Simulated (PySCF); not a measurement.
CH9ClGeOSi2.
Structure used (PBE0-D3(BJ)/def2-SVP), in Å, numbered top down from 1:
```xyz
15
CH9ClGeOSi2 angstrom
O     -0.2122    0.7245    1.9369
Si    -0.1205    0.1766    0.3573
Si    -2.0226   -1.1377   -0.0222
Ge     1.9153   -1.0141   -0.0208
C     -0.1211    1.6734   -0.8118
Cl     1.2889    2.7037   -0.3752
H      0.4758    1.3604    2.1674
H     -2.0405   -2.3122    0.9012
H     -1.9877   -1.6373   -1.4333
H     -3.2721   -0.3383    0.1699
H      2.2423   -1.0701   -1.5267
H      1.8062   -2.4616    0.4978
H      3.0897   -0.3345    0.7076
H     -1.0260    2.2890   -0.7010
H     -0.0157    1.3893   -1.8691
```

Method used: PySCF, TDDFT wB97X-D/def2-SVPD, vertical, gas phase, core orbitals frozen in the response. Relativistic effects, spin–orbit coupling among them, are left out although an element past zinc is present.

Transition dipole moments from the ground state, in atomic units and in the frame of the coordinates above (overall signs are arbitrary), for the states with f of 0.002 or more among the lowest 7:

| state | E (hartree) | μx | μy | μz |
| --- | --- | --- | --- | --- |
| S1 | 0.2196 | -0.265 | -0.173 | -0.082 |
| S2 | 0.2340 | -0.344 | 0.444 | -0.174 |
| S3 | 0.2389 | 0.869 | 0.126 | -0.168 |
| S4 | 0.2509 | 0.082 | -0.043 | -0.071 |
| S5 | 0.2611 | -0.419 | -0.051 | 0.132 |
| S6 | 0.2621 | 0.665 | 0.181 | -0.023 |
| S7 | 0.2683 | -0.088 | -0.696 | 0.069 |

(1) Work out the oscillator strengths.

(2) What angle do the transition dipoles of S5 and S6 make?

(3) How is the summed strength of these states shared among x, y and z?

Answers

(1) f = (2/3) ΔE |μ|² with ΔE in hartree (27.2114 eV).

```json
{"state": "S1", "|μ|² (au)": "0.107", "|μ| (D)": "0.83", "f": "0.016"}
{"state": "S2", "|μ|² (au)": "0.346", "|μ| (D)": "1.50", "f": "0.054"}
{"state": "S3", "|μ|² (au)": "0.799", "|μ| (D)": "2.27", "f": "0.127"}
{"state": "S4", "|μ|² (au)": "0.014", "|μ| (D)": "0.30", "f": "0.002"}
{"state": "S5", "|μ|² (au)": "0.196", "|μ| (D)": "1.12", "f": "0.034"}
{"state": "S6", "|μ|² (au)": "0.475", "|μ| (D)": "1.75", "f": "0.083"}
{"state": "S7", "|μ|² (au)": "0.496", "|μ| (D)": "1.79", "f": "0.089"}
```

(2) |cos θ| = |μa·μb| / (|μa| |μb|) = 0.95, so θ ≈ 17° (taken between 0 and 90°, since the signs are arbitrary).

(3) (2/3) Σ ΔE μα² gives 0.259 for x, 0.131 for y and 0.015 for z, 0.405 in all.

The vertical ionisation energy (ΔSCF) is 9.45 eV, 2.15 eV above S7.

On Arm Neoverse V1, one thread, no GPU (shared host), this took 2.8 min wall.

One conformer stands for the species.
